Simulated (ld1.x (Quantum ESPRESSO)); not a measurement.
**Scattering properties, TM potential for beryllium**

ld1.x (Quantum ESPRESSO) 7.5 input, shortened:

```
&input
   title='Be', zed=4., rel=1, dft='PBE', iswitch=3,
   config='[He] 2s1.75 2p0.25'
 /
 &inputp
   pseudotype=2, tm=.true., lloc=1,
   nlcc=.false.
 /
2
1S  1  0   2.00   0.00  0.30  0.30  0.0
2P  2  1   0.25   0.00  4.20  4.20  0.0
 &test
   configts(1)='1s2 2s1.75 2p0.25'
 /
```

Occupied shells without a wave of their own: 2s. They enter only through the test configuration that unscreens the potential.

The phase is arctan(r·u′/u) with u = r·R(r), unwrapped; energies in Ry, scanned from -10 to 5 Ry. A pole is an energy at which the radial function vanishes at the test radius. The pseudo phase is shifted by a multiple of π to meet the all-electron one at the reference energy, and phase errors are pseudo minus all-electron; the curves can meet again beyond the range given. Levels narrower than the energy grid can be missing from the lists of poles.

```tsv
channel	radius (bohr)	reference energy (Ry)	poles, all-electron	poles, pseudo	unbroken range about the reference energy with phases within 0.05 rad	phase error 1 Ry above the reference energy (rad)
s	4.57	-7.83	-0.33, 1.45, 4.30	-0.40, 1.58, 4.61	below -0.6	+0.000
p	4.57	-0.16	-0.01, 1.50, 4.01	-0.01, 1.80, 4.61	below 0.3	+0.478
```

A Bessel basis up to 400 Ry misses an occupied level by 0.07 Ry, so cutoffs and ghosts were not judged. The potential misses its own reference levels by up to 0.7 eV.

Phases in the p channel:

| E (Ry) | all-electron | pseudo |
| --- | --- | --- |
| -10.00 | 1.501 | 1.501 |
| -9.76 | 1.500 | 1.500 |
| -9.52 | 1.500 | 1.500 |
| -9.28 | 1.499 | 1.499 |
| -9.04 | 1.498 | 1.498 |
| -8.80 | 1.497 | 1.497 |
| -8.56 | 1.496 | 1.496 |
| -8.32 | 1.494 | 1.494 |
| -8.08 | 1.493 | 1.493 |
| -7.84 | 1.492 | 1.492 |
| -7.60 | 1.491 | 1.491 |
| -7.36 | 1.490 | 1.490 |
| -7.12 | 1.488 | 1.488 |
| -6.88 | 1.487 | 1.487 |
| -6.64 | 1.485 | 1.485 |
| -6.40 | 1.484 | 1.484 |
| -6.16 | 1.482 | 1.482 |
| -5.92 | 1.480 | 1.480 |
| -5.68 | 1.478 | 1.478 |
| -5.44 | 1.476 | 1.476 |
| -5.20 | 1.474 | 1.474 |
| -4.96 | 1.472 | 1.472 |
| -4.72 | 1.469 | 1.469 |
| -4.48 | 1.466 | 1.466 |
| -4.24 | 1.463 | 1.463 |
| -4.00 | 1.460 | 1.460 |
| -3.76 | 1.456 | 1.456 |
| -3.52 | 1.452 | 1.452 |
| -3.28 | 1.448 | 1.448 |
| -3.04 | 1.443 | 1.443 |
| -2.80 | 1.438 | 1.438 |
| -2.56 | 1.431 | 1.431 |
| -2.32 | 1.424 | 1.424 |
| -2.08 | 1.415 | 1.415 |
| -1.84 | 1.404 | 1.405 |
| -1.60 | 1.391 | 1.392 |
| -1.36 | 1.374 | 1.375 |
| -1.12 | 1.351 | 1.352 |
| -0.88 | 1.316 | 1.318 |
| -0.64 | 1.253 | 1.257 |
| -0.40 | 1.080 | 1.087 |
| -0.16 | -0.912 | -0.912 |
| 0.08 | -1.698 | -1.683 |
| 0.32 | -1.937 | -1.880 |
| 0.56 | -2.584 | -2.229 |
| 0.80 | -4.131 | -3.522 |
| 1.04 | -4.514 | -4.339 |
| 1.28 | -4.643 | -4.548 |
| 1.52 | -4.718 | -4.643 |
| 1.76 | -4.779 | -4.703 |
| 2.00 | -4.848 | -4.752 |
| 2.24 | -4.965 | -4.801 |
| 2.48 | -5.324 | -4.867 |
| 2.72 | -6.992 | -4.990 |
| 2.96 | -7.569 | -5.411 |
| 3.20 | -7.707 | -7.089 |
| 3.44 | -7.772 | -7.578 |
| 3.68 | -7.813 | -7.706 |
| 3.92 | -7.844 | -7.767 |
| 4.16 | -7.870 | -7.805 |
| 4.40 | -7.897 | -7.833 |
| 4.64 | -7.928 | -7.857 |
| 4.88 | -7.968 | -7.879 |
